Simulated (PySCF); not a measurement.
C₂H₁₀N₂OSi. Atoms are numbered in the order given.

```xyz
16

C     -1.4420    -1.5135    -0.6563
C     -1.0865    -0.0804    -0.2684
N     -1.5141     0.3222     1.0886
Si     0.7613     0.3888    -0.4247
N      1.7787    -0.9623    -0.0562
O      0.8638     1.6938     0.6097
H     -1.1405    -1.7346    -1.6939
H     -2.5277    -1.7014    -0.5741
H     -0.9168    -2.2399    -0.0132
H     -1.5993     0.6130    -0.9638
H     -1.2057    -0.3773     1.7682
H     -2.5340     0.3311     1.1554
H      1.1388     0.7757    -1.8132
H      2.7081    -0.9929    -0.4651
H      1.8122    -1.3329     0.8899
H      0.0145     1.7099     1.0997
```
Charge 0, spin multiplicity 1.

Coordinates come from a r2SCAN-D4/def2-SVP optimisation. The structure was generated by enumeration; whether it is a known compound was not checked. Other conformers were not sampled.

All values below come from PySCF with KT2/pcSseg-1.

GIAO shieldings, no solvent; atoms listed in one row are averaged. δ = σ(ref) − σ: ¹³C against TMS (σ = 185.1 ppm); ¹⁵N against NH3 (σ = 266.2 ppm); ²⁹Si against TMS (σ = 361.9 ppm); ¹⁷O against H2O (σ = 330.4 ppm); ¹H against TMS (σ = 31.47 ppm), references at their B3LYP-D3(BJ)/def2-TZVP geometries, non-relativistic.

Computed chemical shifts:
```
nucleus       atoms  count  δ (ppm)
-------  ----------  -----  -------
¹³C              C2      1     43.7
¹³C              C1      1     26.8
¹⁵N              N3      1     56.7
¹⁵N              N5      1     33.7
²⁹Si            Si4      1    -19.5
¹⁷O              O6      1     75.8
¹H              H16      1     5.12
¹H              H13      1     4.94
¹H              H10      1     2.38
¹H       H7, H8, H9      3     1.54
¹H              H14      1     1.33
¹H              H12      1     1.27
¹H              H15      1     0.52
¹H              H11      1     0.12
```
